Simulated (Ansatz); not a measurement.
The cluster AgCl₂⁻: single points at one geometry.

```yaml
crystal:
  periodic: [false, false, false]
  atoms:
    - {symbol: Ag, position_ang: [-0.000031, 0.000152, -0.000096]}
    - {symbol: Cl, position_ang: [1.784967, 1.111940, 1.017287]}
    - {symbol: Cl, position_ang: [-1.784936, -1.112092, -1.017191]}
basis:
  gaussian: {orbitals: def2-TZVPD, initial_orbitals: start.molden}
total_charge: -1
magnetization: {spin_polarized: true, initial_magnetization: 0}
hamiltonian: {xc: pbe, dispersion: d4}
scf: {omitted_lower_state_checks: [starts]}
output: {orbitals: {seedname: orbitals}}
```

The file start.molden holds the orbitals of an earlier run on this structure, at another level or in another basis.

```sh
$ ansatz run in.yaml --threads 4 --pin off --events-out ev --progress --plain --max-ram 3916MiB
```

Output, abridged:

```
Functional definition: PBE
913 factors; their error is unknown
mean field evaluation 1: about -29041.4157 eV, gradient 8.4e0 eV
mean field evaluation 2: about -29041.5228 eV, gradient 1.7e-1 eV
mean field evaluation 4: about -29041.5181 eV, gradient 8.1e-4 eV
mean field evaluation 8: about -29041.5181 eV, gradient 4.7e-6 eV
mean field -29041.51805649 eV, -1067.2561035280 hartree, gradient 4.7e-6 eV, S^2 0.000000; 0 other end points of the search recorded, 0 dependent functions left out
reference -29041.51810106 eV, -1067.2561051659 hartree; 27, 27 occupied and 105, 105 virtual orbitals, 913 factors
Total energy: -29041.60177285 eV, -1067.2591800476 hartree
Checks for a lower state left out: starts
```

Run time 1.4 s (4 threads of Arm Neoverse V1 on a shared host).

The first input with `hamiltonian: {xc: pbe0, dispersion: d4}` and without the key `scf` (abridged; 2.8 s):

```
Functional definition: PBE0
mean field evaluation 16: about -29042.9775 eV, gradient 1.6e-3 eV
mean field -29042.97754252 eV, -1067.3097386503 hartree, gradient 3.0e-5 eV, S^2 0.000000; 1 other end points of the search recorded, 0 dependent functions left out
Total energy: -29043.04891152 eV, -1067.3123614129 hartree
```

The first input with `hamiltonian: {xc: r2scan, dispersion: d4}` (abridged; 3.7 s):

```
Functional definition: r2SCAN
mean field -29051.15929997 eV, -1067.6104126910 hartree, gradient 1.1e-5 eV, S^2 0.000000
Total energy: -29051.17733532 eV, -1067.6110754779 hartree
Checks for a lower state left out: starts
```

Geometry: PBE0-D4/def2-TZVPD, that of the charge -1 singlet.

In the def2 sets Ag takes a core potential; there is no spin–orbit coupling. The structure comes from a short search, and lower isomers may exist.
